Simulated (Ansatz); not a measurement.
Cost and result up the ladder for GeEt2Me2 (C₆H₁₆Ge) (23 atoms). The state is a singlet with charge 0. Geometry: r2SCAN-D4/def2-SVP.

```xyz
23

C    -0.717   -1.628    0.917
C    -1.646   -2.251   -0.126
C     1.105   -0.046   -1.216
C     1.742    1.265   -1.678
C     1.094    0.842    1.870
C    -1.481    1.366    0.047
Ge    0.001    0.132    0.405
H    -1.244   -1.508    1.881
H     0.140   -2.296    1.121
H    -2.031   -3.234    0.196
H    -2.521   -1.609   -0.324
H    -1.132   -2.405   -1.089
H     0.471   -0.468   -2.017
H     1.883   -0.804   -1.013
H     2.350    1.134   -2.589
H     0.979    2.029   -1.905
H     2.404    1.689   -0.905
H     1.474    1.848    1.630
H     1.958    0.187    2.067
H     0.501    0.914    2.795
H    -1.105    2.381   -0.158
H    -2.157    1.423    0.915
H    -2.069    1.038   -0.825
```

Ansatz on 4 threads of Arm Neoverse V1 on a shared host. Times are rough, and most runs start from the orbitals of an earlier one. CAM-B3LYP-D4/def2-TZVP serves as the yardstick here, not as an exact answer. Differences are given only for rows in sets of like size (and for xTB, whose basis is part of the method), since another set adds its own error. Binding counts from free atoms at the same level (C triplet, Ge triplet, H doublet; other spins of the atoms weren't run), without zero-point energy or a counterpoise term.

B3LYP takes the VWN-RPA correlation. Correlated methods freeze 15 core orbitals; core or outer-core shells of Ge are correlated, in sets that lack core-valence functions.

Correlated methods converge slowly with the basis.

| level | functions | wall time | binding energy per atom (eV) | difference from CAM-B3LYP-D4/def2-TZVP (eV) |
| --- | --- | --- | --- | --- |
| HF/STO-3G | 64 | 0.4 s | 3.91 | – |
| PBE-D4/def2-SVP | 196 | 2.9 s | 4.00 | – |
| PBE0-D4/def2-SVP | 196 | 4.7 s | 3.97 | – |
| PBE-D4/def2-TZVP (with forces) | 330 | 6.5 s | 3.98 | 0.04 |
| B3LYP-D4/def2-TZVP | 330 | 9.5 s | 3.93 | -0.01 |
| r2SCAN-D4/def2-TZVP | 330 | 11 s | 3.94 | -0.01 |
| MP2/def2-TZVP | 330 | 11 s | 3.83 | -0.11 |
| CAM-B3LYP-D4/def2-TZVP | 330 | 12 s | 3.94 | 0.00 |
| PBE0-D4/def2-TZVP | 330 | 12 s | 3.95 | 0.00 |
| r2SCAN0-D4/def2-TZVP | 330 | 15 s | 3.91 | -0.03 |
